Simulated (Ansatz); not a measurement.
`[OH][Ti]([F])([F])[F]` and `CC[O][Ti]([F])([F])[F]` differ in one atom or group.

Ansatz, PBE0-D4/def2-TZVP geometries, multiplicity 1. Each molecule was computed in one conformer, which needn't be the lowest.

Scalar relativity is left out up to krypton.

| property | `[OH][Ti]([F])([F])[F]` |
| --- | --- |
| HOMO–LUMO gap (PBE/def2-TZVPP) / eV | 5.29 |
| HOMO energy (B3LYP/def2-TZVPP) / eV | -10.33 |
| LUMO energy (PBE/def2-TZVPP) / eV | -3.50 |
| HOMO–LUMO gap (B3LYP/def2-TZVPP) / eV | 7.43 |
| HOMO energy (PBE0/def2-TZVPP) / eV | -10.59 |
| size of the dipole moment (PBE/def2-TZVPP) / D | 2.43 |

What does the change do to each property? (Best estimate.)

Computed: 
| property | `CC[O][Ti]([F])([F])[F]` | shift |
| --- | --- | --- |
| HOMO–LUMO gap (PBE/def2-TZVPP) / eV | 4.77 | -0.52 |
| HOMO energy (B3LYP/def2-TZVPP) / eV | -9.09 | 1.24 |
| LUMO energy (PBE/def2-TZVPP) / eV | -2.97 | 0.53 |
| HOMO–LUMO gap (B3LYP/def2-TZVPP) / eV | 6.71 | -0.72 |
| HOMO energy (PBE0/def2-TZVPP) / eV | -9.29 | 1.30 |
| size of the dipole moment (PBE/def2-TZVPP) / D | 3.65 | 1.22 |

With PBE0 the HOMO rises by 1.30 eV and the LUMO rises by 0.49 eV, so the gap narrows by about 0.81 eV. PBE moves the HOMO by 1.06 eV and ωB97M-V by 1.41 eV. The zero-point energy changes by 152.4 kJ/mol with +18 modes. Dipoles are sizes alone; their direction can turn.

B3LYP here is the variant with VWN-RPA as its local correlation; programs differ in this.
